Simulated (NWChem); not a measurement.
The numbers come from NWChem runs, not from measurements. System: diiodomethane (CH$_{2}$I$_{2}$), charge 0, spin multiplicity 1, at a geometry optimised with B3LYP/def2-SVP with def2 effective core potentials on I. Level: LC-wPBE (omega 0.3 per bohr)/def2-TZVP with def2 effective core potentials on I.

Job file:

```
start mol
memory heap 200 mb stack 900 mb global 1100 mb
geometry units angstroms nocenter noautoz
  I      1.839079     0.000000     0.090760
  C      0.000000     0.000000    -1.048982
  I     -1.839079     0.000000     0.090760
  H      0.000000     0.904558    -1.663358
  H      0.000000    -0.904558    -1.663358
  symmetry group C2v
end
basis spherical
  * library def2-tzvp
end
ecp
  I library def2-ecp
end
dft
  xc xwpbe 1.00 cpbe96 1.0 hfexch 1.00
  cam 0.3 cam_alpha 0.00 cam_beta 1.00
  direct
  iterations 100
end
task dft energy
```

Part of the output:

```
             Northwest Computational Chemistry Package (NWChem) 7.3.0
             --------------------------------------------------------

                                NWChem Input Module
                                -------------------

 Scaling coordinates for geometry "geometry" by  1.889725989
 (inverse scale =  0.529177249)

 Turning off AUTOSYM since
 SYMMETRY directive was detected!

                             Geometry "geometry" -> ""
                             -------------------------

 Output coordinates in angstroms (scale by  1.889725989 to convert to a.u.)

  No.       Tag          Charge          X              Y              Z
 ---- ---------------- ---------- -------------- -------------- --------------
    1 I                   53.0000     1.83907900     0.00000000     0.09076000
    2 C                    6.0000     0.00000000     0.00000000    -1.04898200
    3 I                   53.0000    -1.83907900     0.00000000     0.09076000
    4 H                    1.0000     0.00000000     0.90455800    -1.66335800
    5 H                    1.0000     0.00000000    -0.90455800    -1.66335800

 Effective nuclear repulsion energy (a.u.)     607.3704761000

            Nuclear Dipole moment (a.u.)
            ----------------------------
        X                 Y               Z
 ---------------- ---------------- ----------------
     0.0000000000     0.0000000000    -0.0000907068

      Symmetry information
      --------------------

 Group name             C2v
 Group number             16
 Group order               4
 No. of unique centers     3

      Symmetry unique atoms

     1    2    4


 Summary of "ao basis" -> "" (spherical)
 ------------------------------------------------------------------------------
       Tag                 Description            Shells   Functions and Types
 ---------------- ------------------------------  ------  ---------------------
 *                         def2-tzvp                  on all atoms

 Summary of "ao basis" -> "ao basis" (spherical)
 ------------------------------------------------------------------------------
       Tag                 Description            Shells   Functions and Types
 ---------------- ------------------------------  ------  ---------------------
 I                         def2-tzvp                16       50   6s5p3d2f
 C                         def2-tzvp                11       31   5s3p2d1f
 H                         def2-tzvp                 4        6   3s1p

 Summary of "ao basis" -> "ao basis" (spherical)
 ------------------------------------------------------------------------------
       Tag                 Description            Shells   Functions and Types
 ---------------- ------------------------------  ------  ---------------------
 I                         def2-tzvp                16       50   6s5p3d2f
 C                         def2-tzvp                11       31   5s3p2d1f
 H                         def2-tzvp                 4        6   3s1p

      Symmetry analysis of basis
      --------------------------

        a1         52
        a2         21
        b1         41
        b2         29

  int_init: cando_txs set to always be  F

            General Information
            -------------------
          SCF calculation type: DFT
          Wavefunction type:  closed shell.
          No. of atoms     :     5
          No. of electrons :    58
           Alpha electrons :    29
            Beta electrons :    29
          Charge           :     0
          Spin multiplicity:     1
          Use of symmetry is: on ; symmetry adaption is: on
          Maximum number of iterations: 100
          This is a Direct SCF calculation.
          AO basis - number of functions:   143
                     number of shells:    51
          Convergence on energy requested:  1.00D-06
          Convergence on density requested:  1.00D-05
          Convergence on gradient requested:  5.00D-04

              XC Information
              --------------
                     Hartree-Fock (Exact) Exchange  1.000
                     LC-wPBE(h)Exchange Functional  1.000
            Perdew 1991 LDA Correlation Functional  1.000 local
           PerdewBurkeErnz. Correlation Functional  1.000 non-local

           Range-Separation Parameters
           ---------------------------
           Alpha           :  0.00
           Beta            :  1.00
           Gamma           :  0.30
           Short-Range HF  :     F

             Grid Information
             ----------------
          Grid used for XC integration:  medium
          Radial quadrature: Mura-Knowles
          Angular quadrature: Lebedev.
          Tag              B.-S. Rad. Rad. Pts. Rad. Cut. Ang. Pts.
          ---              ---------- --------- --------- ---------
          I                   1.40      123          12.0       590
          C                   0.70       49           9.0       434
          H                   0.35       45          10.0       434
          Grid pruning is: on
          Number of quadrature shells:   217
          Spatial weights used:  Erf1

          Convergence Information
          -----------------------
          Convergence aids based upon iterative change in
          total energy or number of iterations.
          Levelshifting, if invoked, occurs when the
          HOMO/LUMO gap drops below (HL_TOL):  1.00D-02
          DIIS, if invoked, will attempt to extrapolate
          using up to (NFOCK): 10 stored Fock matrices.

                    Damping( 0%)  Levelshifting(0.5)       DIIS
                  --------------- ------------------- ---------------
          dE  on:    start            ASAP                start
          dE off:    2 iters        100 iters           100 iters

      Screening Tolerance Information
      -------------------------------
          Density screening/tol_rho:  1.00D-10
          AO Gaussian exp screening on grid/accAOfunc:  14
          CD Gaussian exp screening on grid/accCDfunc:  20
          XC Gaussian exp screening on grid/accXCfunc:  20
          Schwarz screening/accCoul:  1.00D-08

      Superposition of Atomic Density Guess
      -------------------------------------

 Sum of atomic energies:        -732.99460976

      Non-variational initial energy
      ------------------------------

 Total energy =    -632.633020
 1-e energy   =   -1463.455346
 2-e energy   =     641.813404
 HOMO         =      -0.316729
 LUMO         =      -0.059819

      Symmetry analysis of molecular orbitals - initial
      -------------------------------------------------

  Numbering of irreducible representations:

     1 a1          2 a2          3 b1          4 b2

  Orbital symmetries:

     1 a1          2 a1          3 b1          4 a1          5 b1
     6 a1          7 b2          8 b1          9 a2         10 a1
    11 b1         12 a1         13 b2         14 a2         15 b1
    16 a1         17 b2         18 a2         19 b1         20 a1
    21 b1         22 a1         23 b2         24 a1         25 b1
    26 a2         27 a1         28 b1         29 b2         30 a1
    31 b1         32 a1         33 b2         34 a1         35 b1
    36 b2         37 b1         38 a1         39 a2

   convergence    iter        energy       DeltaE   RMS-Dens  Diis-err    time
 ---------------- ----- ----------------- --------- --------- ---------  ------
 d= 0,ls=0.0,diis     1   -634.6744484427 -8.24D+02  6.31D-03  6.52D-01    12.3
 d= 0,ls=0.0,diis     2   -634.6589962917  1.55D-02  3.08D-03  8.45D-01    22.7
 d= 0,ls=0.0,diis     3   -634.7457596101 -8.68D-02  4.41D-04  1.68D-02    32.6
 d= 0,ls=0.0,diis     4   -634.7472517590 -1.49D-03  1.63D-04  9.75D-04    43.1
 d= 0,ls=0.0,diis     5   -634.7473769125 -1.25D-04  1.05D-04  1.20D-04    52.3
  Resetting Diis
 d= 0,ls=0.0,diis     6   -634.7474071538 -3.02D-05  3.64D-05  8.59D-06    60.9
 d= 0,ls=0.0,diis     7   -634.7474102396 -3.09D-06  1.25D-05  1.32D-06    72.2
 d= 0,ls=0.0,diis     8   -634.7474105583 -3.19D-07  3.49D-06  8.13D-07    83.0

         Total DFT energy =     -634.747410558323
      One electron energy =    -1465.233793269052
           Coulomb energy =      692.067245678837
    Exchange-Corr. energy =      -50.589785230920
 Nuclear repulsion energy =      189.008922262812

 Numeric. integr. density =       57.999988191049

     Total iterative time =     80.9s

                  Occupations of the irreducible representations
                  ----------------------------------------------

                     irrep           alpha         beta
                     --------     --------     --------
                     a1               11.0         11.0
                     a2                4.0          4.0
                     b1                9.0          9.0
                     b2                5.0          5.0

                       DFT Final Molecular Orbital Analysis
                       ------------------------------------

 Vector   27  Occ=2.000000D+00  E=-3.661746D-01  Symmetry=a2
              MO Center=  6.3D-15,  9.6D-18,  6.7D-02, r^2= 5.4D+00
   Bfn.  Coefficient  Atom+Function         Bfn.  Coefficient  Atom+Function
  ----- ------------  ---------------      ----- ------------  ---------------
    17      0.400720  1 I  py                98     -0.400720  3 I  py
    11     -0.333920  1 I  py                92      0.333920  3 I  py
    14      0.269747  1 I  py                95     -0.269747  3 I  py
    20      0.188759  1 I  py               101     -0.188759  3 I  py
     8     -0.042426  1 I  py                89      0.042426  3 I  py

 Vector   28  Occ=2.000000D+00  E=-3.592149D-01  Symmetry=b2
              MO Center=  5.3D-16, -5.7D-15,  1.0D-02, r^2= 5.3D+00
   Bfn.  Coefficient  Atom+Function         Bfn.  Coefficient  Atom+Function
  ----- ------------  ---------------      ----- ------------  ---------------
    17      0.386184  1 I  py                98      0.386184  3 I  py
    11     -0.321076  1 I  py                92     -0.321076  3 I  py
    14      0.260034  1 I  py                95      0.260034  3 I  py
    20      0.185961  1 I  py               101      0.185961  3 I  py
    57     -0.100483  2 C  py               133     -0.083285  4 H  s

 Vector   29  Occ=2.000000D+00  E=-3.501210D-01  Symmetry=b1
              MO Center=  6.3D-15, -3.6D-16,  1.8D-02, r^2= 5.6D+00
   Bfn.  Coefficient  Atom+Function         Bfn.  Coefficient  Atom+Function
  ----- ------------  ---------------      ----- ------------  ---------------
    16      0.288338  1 I  px                18     -0.289461  1 I  pz
    97      0.288338  3 I  px                99      0.289461  3 I  pz
    10     -0.244811  1 I  px                91     -0.244811  3 I  px
    12      0.237633  1 I  pz                93     -0.237633  3 I  pz
    13      0.200149  1 I  px                94      0.200149  3 I  px

 Vector   30  Occ=0.000000D+00  E=-4.492664D-03  Symmetry=a1
              MO Center= -4.3D-14,  6.8D-15, -1.7D-01, r^2= 6.0D+00
   Bfn.  Coefficient  Atom+Function         Bfn.  Coefficient  Atom+Function
  ----- ------------  ---------------      ----- ------------  ---------------
    55      0.875353  2 C  s                 19      0.409737  1 I  px
   100     -0.409737  3 I  px                 6     -0.347335  1 I  s
    87     -0.347335  3 I  s                 54      0.304816  2 C  s
    64      0.305318  2 C  pz                16      0.279820  1 I  px
    97     -0.279820  3 I  px                61      0.230819  2 C  pz

 Vector   31  Occ=0.000000D+00  E= 4.708947D-02  Symmetry=b1
              MO Center= -6.5D-15, -3.2D-16, -9.9D-02, r^2= 6.3D+00
   Bfn.  Coefficient  Atom+Function         Bfn.  Coefficient  Atom+Function
  ----- ------------  ---------------      ----- ------------  ---------------
    62      0.735380  2 C  px                 6     -0.514381  1 I  s
    87      0.514381  3 I  s                 19      0.459356  1 I  px
   100      0.459356  3 I  px                21      0.380878  1 I  pz
   102     -0.380878  3 I  pz                56      0.334292  2 C  px
    59      0.328135  2 C  px                16      0.198879  1 I  px

 Vector   32  Occ=0.000000D+00  E= 1.281786D-01  Symmetry=a1
              MO Center=  2.1D-15,  1.4D-15, -1.6D+00, r^2= 5.3D+00
   Bfn.  Coefficient  Atom+Function         Bfn.  Coefficient  Atom+Function
  ----- ------------  ---------------      ----- ------------  ---------------
    55      2.739981  2 C  s                134     -2.173426  4 H  s
   140     -2.173426  5 H  s                 64     -1.256477  2 C  pz
     5      0.243218  1 I  s                 86      0.243218  3 I  s
    19     -0.224703  1 I  px               100      0.224703  3 I  px
    58     -0.183296  2 C  pz               133      0.178433  4 H  s

 center of mass
 --------------
 x =   0.00000000 y =   0.00000000 z =   0.05005864

 moments of inertia (a.u.)
 ------------------
          79.753137199221           0.000000000000           0.000000000000
           0.000000000000        3139.293719725137           0.000000000000
           0.000000000000           0.000000000000        3071.319777974151

     Multipole analysis of the density
     ---------------------------------

     L   x y z        total         alpha         beta         nuclear
     -   - - -        -----         -----         ----         -------
     0   0 0 0     -0.000000    -29.000000    -29.000000     58.000000

     1   1 0 0     -0.000000     -0.000000     -0.000000      0.000000
     1   0 1 0      0.000000      0.000000      0.000000      0.000000
     1   0 0 1     -0.448815      4.577961      4.577961     -9.604736

     2   2 0 0    -44.291016   -324.097884   -324.097884    603.904751
     2   1 1 0     -0.000000     -0.000000     -0.000000      0.000000
     2   1 0 1      0.000000      0.000000      0.000000      0.000000
     2   0 2 0    -45.064466    -25.454168    -25.454168      5.843869
     2   0 1 1     -0.000000     -0.000000     -0.000000      0.000000
     2   0 0 2    -42.868545    -43.838359    -43.838359     44.808172

 Task  times  cpu:       83.1s     wall:       83.1s

 Total times  cpu:       83.1s     wall:       83.1s
```
